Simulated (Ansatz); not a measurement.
Abridged output of a molecular run in Ansatz:

```
Functional definition: HF
1321 factors; integrals over basis functions are off by at most 1.0e-3 eV
mean field evaluation 1: about -17157.7197 eV, gradient 2.5e1 eV
mean field evaluation 2: about -17157.9968 eV, gradient 2.5e1 eV
mean field evaluation 4: about -17160.7410 eV, gradient 3.8e0 eV
mean field evaluation 8: about -17160.8125 eV, gradient 1.9e-1 eV
mean field -17160.81288059 eV, -630.6482413449 hartree, gradient 2.8e-6 eV, S^2 0.000000; 0 other end points of the search recorded, 0 dependent functions left out
12 core orbitals not correlated: weight in the atoms' cores, before any rotation towards them, 1.000 or more for the frozen orbitals, at most 0.000 for the correlated occupied ones
reference -17160.81288059 eV, -630.6482413449 hartree; 10, 10 occupied and 208, 208 virtual orbitals, 1321 factors
second order -12.51840641 eV of doubles, -0.00000000 eV of singles
cycle   1  -13.38436600 eV  change   -8.7e-1 eV  update   1.0e-1
cycle   2  -13.85473697 eV  change   -4.7e-1 eV  update   3.2e-2
cycle   3  -13.93934598 eV  change   -8.5e-2 eV  update   1.5e-2
cycle   4  -13.93412597 eV  change    5.2e-3 eV  update   4.2e-3
cycle   5  -13.93263690 eV  change    1.5e-3 eV  update   1.8e-3
cycle   6  -13.93239251 eV  change    2.4e-4 eV  update   6.5e-4
cycle   7  -13.93242499 eV  change   -3.2e-5 eV  update   2.7e-4
cycle   8  -13.93255046 eV  change   -1.3e-4 eV  update   1.2e-4
cycle   9  -13.93255749 eV  change   -7.0e-6 eV  update   4.3e-5
cycle  10  -13.93253598 eV  change    2.2e-5 eV  update   1.6e-5
perturbative correction -0.71638375 eV, -0.0263266172 hartree
Total energy: -17175.46180032 eV, -631.1865792157 hartree
```

Its atoms:

Z-matrix (Å, degrees):
```
Si
B 1 1.975
H 1 1.488 2 110.3
H 1 1.488 2 110.3 3 119.6
H 1 1.489 2 112.0 3 -120.2
B 2 1.494 1 167.7 3 -58.7
Si 2 1.918 1 115.1 3 120.8
H 6 1.180 2 171.7 1 179.9
H 7 1.485 2 134.5 1 179.9
H 7 1.485 2 117.0 1 -0.0
```

(1) Which basis set was used?
A. def2-TZVPP
B. def2-SVPD
C. def2-SVP
D. cc-pV(D+d)Z

(2) Write the keys of the input that set method, charge and spin (a neutral closed shell needs none for the last two).

Results:

(1) A. It gives 230 functions.

(2) 
```yaml
correlation: {method: ccsd_t}
```
